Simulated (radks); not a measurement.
Q: Species: V+. Configuration: [Ar] 3d2 4p2 (not the ground configuration). Calculated with a radial shooting solver on a logarithmic mesh with Libxc functionals: scalar-relativistic Kohn-Sham, LDA (Slater exchange, Perdew-Wang correlation), spin-polarised, spherical densities, point nucleus; open shells are filled with parallel spins first. Some entries of the table are withheld. Estimate them.

orbital  occ.  eigenvalue (hartree)  <r^2> (bohr^2)
1s up       1             -197.2365        0.005959
1s down     1             -197.2337        0.005959
2s up       1             -22.71756          0.1131
2s down     1             -22.68404          0.1128
2p up       3             -19.10074         0.09302
2p down     3             -19.07337         0.09277
3s up       1              -3.17831             (1)
3s down     1              -3.09579             (2)
3p up       3              -2.21791           1.172
3p down     3              -2.13614           1.174
3d up       2              -0.75920           1.913
3d down     0              -0.67619           1.913
4p up       2              -0.35853           12.34
4p down     0              -0.28316           14.16

A: 
(1) 3s up <r^2> (bohr^2): 1.019
(2) 3s down <r^2> (bohr^2): 1.021
